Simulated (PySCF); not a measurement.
**ScB: one state, many levels of theory**

State: ⁵Σ⁻ (quintet), unpaired electrons σ ↑↑, π ↑↑. Set-up: Sc def2-TZVPP, B def2-TZVPP; no relativity (PySCF 2.14). De refers to Sc (3d1 4s2) + B in their high-spin ground configurations, without counterpoise correction. The functionals are run spin-unrestricted. A positive dipole means Sc(−)B(+). Levels whose curve was spin-contaminated or gave no clean fit are not listed.

```tsv
Level	Re (Å)	ωe (cm⁻¹)	De (eV)	μ (D)	CPU s a point (SCF and correlation, without the integrals)
UHF	2.178	442	n/a	-3.47	2.7
UHF-CCSD	2.069	678	1.39	n/a	n/a
UHF-CCSD(T)	2.082	652	1.62	n/a	97
LDA	2.070	616	3.45	-3.64	1.3
PBE	2.101	593	2.82	-3.69	1.6
TPSS	2.105	596	2.53	-3.80	3.7
r²SCAN	2.092	613	2.70	-3.88	3.6
PBE0	2.073	633	2.34	-4.06	3.2
B97-3	2.074	633	1.86	-4.00	2.2
M06-2X	2.048	666	1.71	-3.87	8.5
ωB97X-V	2.057	657	1.71	-4.33	7.9
```

The bond length runs from 2.048 Å (M06-2X) to 2.178 Å (UHF). De spans 1.39 eV (UHF-CCSD, coupled cluster) to 3.45 eV (LDA, local density).

Correlated steps freeze 6 core orbitals. The metal atom is held in its measured ground configuration; semilocal functionals can put another filling of s and d lower by some tenths of an eV, and De to that atom would be smaller. The CCSD T1 diagnostic is raised, a sign that a single reference may not be enough here. With d or f electrons several states lie close, and the lowest PBE0 determinant need not be the measured ground state.

The whole job (state search and all levels along the bond) took about 23 min on 1 thread of Arm Neoverse V2 (shared host), peak memory 4.1 GiB.
